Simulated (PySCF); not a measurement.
## Radial density of Fe⁺ (iron, charge +1)

wB97M-V, [Ar] 3d5 4s1 4p1, high-spin 8P determinant (an excited configuration). All numbers are calculated (PySCF 2.14, the non-relativistic Hamiltonian (point nucleus), in aug-cc-pwCVTZ).

```
r (bohr)  4πr²ρ (e/bohr)  4πr²(ρα − ρβ)
 0.00104          0.1527         0.0001
 0.00175          0.4162         0.0002
 0.00294           1.107         0.0006
 0.00494           2.823         0.0015
 0.00830           6.706         0.0036
  0.0140           14.15         0.0073
  0.0235           24.54         0.0113
  0.0395           31.12         0.0106
  0.0665           26.80         0.0073
   0.112           25.98         0.0634
   0.188           34.85         0.4031
   0.316           20.02         1.7902
   0.532           14.26         4.5432
   0.895           13.62         4.3496
    1.51           3.307         1.9140
    2.53           1.045         1.0247
    4.26          0.2250         0.2250
    7.16        0.006419         0.0064
```
